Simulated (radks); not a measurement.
Neutral platinum, configuration [Xe] 4f14 5d9 6s1.

Method: Dirac Kohn-Sham, PBEsol, spin-unpolarised, spherical densities, finite nucleus; open shells fill j = l - 1/2 first; Fermi nuclear charge, rms radius 5.427 fm; computed with a radial shooting solver on a logarithmic mesh with Libxc functionals.

Energy parts (eV):
part                       energy
total                  -501716.17
kinetic                 573609.68
electron-nucleus      -1261348.66
Hartree                 195599.46
exchange-correlation     -9576.65

Orbitals (lengths in bohr, moments of r in powers of bohr; <r^-3> diverges for s and p1/2; r(max) is where P^2 peaks):
orbital  occ.  eigenvalue (eV)   r(max)       <r^4>  <r^-3>
1s1/2       2        -78244.38  0.01062   4.528e-07       -
2s1/2       2        -13736.07  0.06146  0.00006628       -
2p1/2       2        -13170.35  0.04533  0.00003947       -
2p3/2       4        -11442.46  0.05259  0.00006036   19610
3s1/2       2        -3225.950   0.1729    0.002419       -
3p1/2       2        -2970.929   0.1615    0.002112       -
3p3/2       4        -2591.151   0.1763    0.002890    4533
3d3/2       4        -2164.566   0.1374    0.001926   790.4
3d5/2       6        -2082.675   0.1415    0.002116   659.0
4s1/2       2        -692.6980   0.3905     0.05490       -
4p1/2       2        -584.3598   0.3889     0.05885       -
4p3/2       4        -493.8193   0.4195     0.08006    1083
4d3/2       4        -315.9237   0.4130     0.09715   168.5
4d5/2       6        -299.0839   0.4226      0.1068   137.4
4f5/2       6         -71.7735   0.3825      0.2158   27.95
4f7/2       8         -68.3187   0.3872      0.2294   26.57
5s1/2       2        -101.4816   0.8699       1.523       -
5p1/2       2         -66.8810   0.9216       2.233       -
5p3/2       4         -51.9046    1.003       3.291   175.3
5d3/2       4          -6.9561    1.240       22.83   13.92
5d5/2       5          -5.6277    1.284       29.82   10.68
6s1/2       1          -5.6933    2.381       162.5       -

The highest occupied level is 5d5/2 at -5.628 eV. For comparison, the ionisation energy in NIST's Atomic Spectra Database is 8.959 eV (measured). In exact Kohn-Sham theory the highest level is minus the ionisation energy, but local and semilocal functionals leave it too shallow, through self-interaction and a potential that decays too fast; potentials with the right tail come closer.

Beside tabulated values, note that spin-unpolarised runs miss the spin-polarisation part of the exchange energy of open shells.
